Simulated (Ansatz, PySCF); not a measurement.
hydrogen bromide (BrH), SMILES Br. Atoms are numbered in the order given.

```xyz
2

Br     0.0000     0.0000    -0.0337
H      0.0000     0.0000     1.3869
```

Geometry optimised at PBE0-D3(BJ)/def2-TZVPD.

Two levels are set side by side: PBE-D3(BJ)/def2-TZVPD (Ansatz, a program for electronic structure) and PBE0-D3(BJ)/def2-TZVPD (Ansatz). Each level has its own optimised geometry; the coordinates shown are those of the second. Frequencies come from the Hessian of PySCF at each geometry. Differences are taken from unrounded values.

```
quantity                            PBE0-D3(BJ)  PBE-D3(BJ)  PBE-D3(BJ) minus PBE0-D3(BJ)
----------------------------------  -----------  ----------  ----------------------------
bond Br1–H2 (Å)                           1.421       1.433                         0.012
highest harmonic wavenumber (cm⁻¹)         2671        2575                           -96
mean harmonic wavenumber (cm⁻¹)            2671        2575                           -96
zero-point energy (kcal/mol)               3.82        3.68                         -0.14
```
